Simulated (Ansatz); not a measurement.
Frontier orbitals of C$_{2}$H$_{6}$SeZn, SMILES `[CH3][Zn][Se]C`.

Charge 0, multiplicity 1. For Zn the d shell is correlated and the shells below it are frozen. Correlated methods include outer-core shells of Se, which these sets cover unevenly. Scalar relativity is left out up to krypton. All single points use the PBE0-D4/def2-TZVP geometry. It is one conformer, not always the lowest. Basis def2-TZVPP, Ansatz 0.2.0.

```json
{"functional": "CAM-B3LYP", "HOMO (eV)": "-7.53", "LUMO (eV)": "0.14"}
```

Q: Give HOMO and LUMO (eV) with LDA (SPW92), PBE, revPBE, BLYP, r2SCAN, B97M-V, PBE0, B3LYP, r2SCANh, r2SCAN0, HSE06 (plane-wave form), BHLYP, LC-ωPBE, ωB97X-V, ωB97M-V, HF. (Estimate.)

A: Computed: 
| functional | HOMO | LUMO |
| --- | --- | --- |
| LDA (SPW92) | -5.33 | -1.65 |
| PBE | -5.18 | -1.44 |
| revPBE | -5.13 | -1.34 |
| BLYP | -5.02 | -1.37 |
| r2SCAN | -5.42 | -1.17 |
| B97M-V | -5.47 | -1.36 |
| PBE0 | -6.27 | -0.68 |
| B3LYP | -6.04 | -0.93 |
| r2SCANh | -5.82 | -0.90 |
| r2SCAN0 | -6.43 | -0.52 |
| HSE06 (plane-wave form) | -5.87 | -1.04 |
| BHLYP | -7.21 | 0.00 |
| LC-ωPBE | -8.87 | 1.25 |
| ωB97X-V | -8.53 | 1.10 |
| ωB97M-V | -8.41 | 0.78 |
| HF | -8.68 | 1.79 |

B3LYP here is the variant with VWN-RPA as its local correlation; programs differ in this. LC-ωPBE has ω = 0.4 bohr⁻¹. Positive LUMOs are unbound and depend on the basis.
